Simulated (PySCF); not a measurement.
One of the candidates below gave these computed data.

All candidates are C8H11FS.

| technique | computed result |
| --- | --- |
| NMR, other nuclei | isotropic shieldings of nuclei other than C and H, by class: 312 (1 F), 335 (1 S) ppm [GIAO PBE0/pcSseg-1] |
| 1H NMR | chemical shifts (computed TMS as zero) by class: 6.12 (1 H), 2.49 (2 H), 2.31 (3 H), 1.46 (2 H), 1.13 (3 H) ppm [GIAO PBE0/pcSseg-1] |
| 13C NMR | chemical shifts (computed TMS as zero) by class: 173.6 (1 C), 138.4 (1 C), 127.0 (1 C), 114.2 (1 C), 30.9 (1 C), 29.7 (1 C), 18.1 (1 C), 17.3 (1 C) ppm [GIAO PBE0/pcSseg-1] |
| Dipole | 2.03 D [PBE0/pcSseg-1] |
| Rotational structure | rotational constants A, B, C: 1.669, 0.816, 0.583 GHz [GFN2-xTB] |

The electronic properties come from PySCF, for the isolated species, density fitting. Levels stand in brackets. Isolated species at its GFN2-xTB geometry (one conformer only). NMR values are class means; diastereotopic atoms form classes of their own.

Question: Which candidate is it?
A. `CCCc1c(C)csc1F`
B. `CC#C[C@@H](C)/C(=C\F)SC`
C. `CC(=S)C1=C(F)CCCC1`

Answer: A. It is `CCCc1c(C)csc1F`. Numbering: `[CH3:1][CH2:2][CH2:3][c:4]1[c:5]([CH3:6])[cH:7][s:8][c:9]1[F:10]`. Its formula, C8H11FS, gives 3 degrees of unsaturation: 1 ring and 2 π bonds in the structure found (Kekulé form). 8 carbons fall into 8 classes; from least to most shielded: aromatic C–F carbon [C9] (173.6 ppm), substituted aromatic carbon [C5] (138.4 ppm), substituted aromatic carbon [C4] (127.0 ppm), aromatic CH next to a ring sulfur [C7] (114.2 ppm), benzylic-type carbon [C3] (30.9 ppm), chain CH2 carbon [C2] (29.7 ppm), benzylic-type carbon [C6] (18.1 ppm), methyl carbon [C1] (17.3 ppm). Hydrogen classes from least to most shielded: 1 H on an aromatic CH next to a ring sulfur, C7 (6.12 ppm), 2 H on a benzylic-type carbon, C3 (2.49 ppm, a mean of values up to 0.6 ppm apart in this geometry), 3 H on a benzylic-type carbon, C6 (2.31 ppm), 2 H on a chain CH2 carbon, C2 (1.46 ppm), 3 H on a methyl carbon, C1 (1.13 ppm). The other shieldings belong to: 312 ppm, aryl fluorine [F10]; 335 ppm, thiophene-type sulfur [S8]. The optimised geometry has point group C1 and is an asymmetric top.

The others, at the same levels:
- `CC#C[C@@H](C)/C(=C\F)SC` fails: its computed 13C shifts are 147.6 (1 C), 135.6 (1 C), 86.3 (1 C), 84.4 (1 C), 32.6 (1 C), 23.3 (1 C), 19.0 (1 C), 4.8 (1 C) ppm, 1H shifts are 5.94 (1 H), 2.59 (1 H), 2.11 (3 H), 1.99 (3 H), 1.44 (3 H) ppm and dipole moment is 1.42 D (against 2.03 D).
- `CC(=S)C1=C(F)CCCC1` fails: its computed 13C shifts are 250.4 (1 C), 178.8 (1 C), 128.1 (1 C), 45.3 (1 C), 34.5 (1 C), 32.4 (1 C), 26.6 (1 C), 26.4 (1 C) ppm, 1H shifts are 3.41 (3 H), 2.72 (2 H), 2.61 (2 H), 1.73 (2 H), 1.56 (2 H) ppm and rotational constant A is 1.744 GHz (against 1.669 GHz).

Each candidate is one conformer, not necessarily the lowest. Dipoles, sizes and rotational constants follow the conformer. The torsions of the flexible species, by atom-mapped SMILES:
- `[CH3:1][CH2:2][CH2:3][c:4]1[c:5]([CH3:6])[cH:7][s:8][c:9]1[F:10]`: C1–C2–C3–C4 180°, C2–C3–C4–C5 -89°
- `[CH3:1][C:2]#[C:3][C@@H:4]([CH3:5])/[C:6](=[CH:7]\[F:8])[S:9][CH3:10]`: C3–C4–C6–C7 -54°, C4–C6–S9–C10 179°

The conformers of `CC(=S)C1=C(F)CCCC1` aren't listed.
